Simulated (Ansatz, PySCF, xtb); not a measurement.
Energy difference R1 + R2 → P1 + P2, each structure at its B3LYP-D3(BJ)/def2-TZVP stationary point, reached from a drawn start (curvature not checked).
P1, H2 (SMILES [H][H]) (charge 0, multiplicity 1, Z-matrix in Å and degrees):
```
H
H 1 0.7440
```
R1: HCl (SMILES Cl), charge 0, multiplicity 1.
R2: SiH4 (SMILES [SiH4]), charge 0, multiplicity 1.
P2, ClH3Si (SMILES [SiH3]Cl) (charge 0, multiplicity 1):
```xyz
5

Si    -0.1324    -0.0059    -0.0048
Cl     1.9306     0.0859     0.0694
H     -0.5199    -1.0088    -1.0157
H     -0.6469     1.3263    -0.3767
H     -0.6314    -0.3977     1.3276
```

P less R. No zero-point or thermal terms.

Cores are frozen in the correlated methods. CBS: X⁻³ extrapolation of the correlation energy, Hartree–Fock from the larger set.

Run with Ansatz (a program for electronic structure); PySCF for the D3/D4 terms; xtb for the GFN methods. No computed number here is a measurement.

| level | reaction energy (eV) |
|---|---|
| GFN1-xTB | -1.200 |
| HF/cc-pV(Q+d)Z | -0.652 |
| SVWN5/def2-TZVPP | -0.664 |
| BLYP-D3(BJ)/def2-TZVPP | -0.733 |
| B3LYP/def2-TZVPP | -0.675 |
| PBE0/def2-TZVPP | -0.696 |
| wB97X-V/def2-TZVPP | -0.723 |
| SCS-MP2/cc-pV(Q+d)Z | ? |
| CCSD(T)/CBS(cc-pV(T+d)Z, cc-pV(Q+d)Z) | ? |

Fill in the missing entries.


- SCS-MP2/cc-pV(Q+d)Z, reaction energy (eV): -0.773
- CCSD(T)/CBS(cc-pV(T+d)Z, cc-pV(Q+d)Z), reaction energy (eV): -0.766
